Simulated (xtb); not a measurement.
Job for xtb: GFN2-xTB on F2W (SMILES [F][W][F]), 2S+1 = 1, a spin state set in the input, which need not be the lowest.

```
$ xtb mol.xyz --gfn 2 --sp --chrg 0 --uhf 0
3

W     -0.01085693     0.01593373    -0.02335497
F     -0.23580528     1.37089821    -1.23270542
F      0.21349349    -1.33936035     1.18574076
```

**Question.** What total energy does the run end on?

**Answer.** -11.8976 hartree.
